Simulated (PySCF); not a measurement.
Gas-phase reaction: TiF₄ + 4 O → TiO₂ + 2 F₂O

Energies from PySCF, thermal terms from the rigid-rotor harmonic-oscillator model, ideal gas at 1 bar. † marks an energy on the PBE0/def2-TZVP geometry and frequencies; other levels use their own. CCSD(T) freezes the core. 6-31G* has spherical d functions here. Open shells (unrestricted): O (multiplicity 3, electronic degeneracy 9); the rest are closed-shell singlets. Spin-orbit splitting is ignored; it lowers the true energy and changes the entropy of O. B3LYP is the form with VWN-RPA correlation. CCSD(T) isn't extrapolated to the basis-set limit; its ΔH°(298 K) is 492.6 kJ in def2-SVP and 393.1 kJ in def2-TZVPP. The harmonic model lacks anharmonicity and excited electronic states, which grow with temperature; levels with a mode under 35 cm⁻¹ are left out. Warning, large T1 diagnostic: TiF₄, TiO₂ (CCSD(T)/def2-TZVPP†).

```
level                ΔE electronic, kJ  ΔH°(298 K), kJ  ΔS°(298 K), J/K  ΔG°(600 K), kJ
-------------------  -----------------  --------------  ---------------  --------------
B3LYP/6-31G*                       333             340             -199             464
BLYP/def2-TZVP†                    148             157             -203             283
CCSD(T)/def2-TZVPP†                384             393             -203             519
PBE0/def2-SVP†                     335             344             -203             470
PBE0/def2-TZVP                     324             333             -203             459
r2SCAN/def2-TZVP†                  279             289             -203             415
```
ΔH° is lowest at BLYP/def2-TZVP† and highest at CCSD(T)/def2-TZVPP†. No reference value is set beside these.
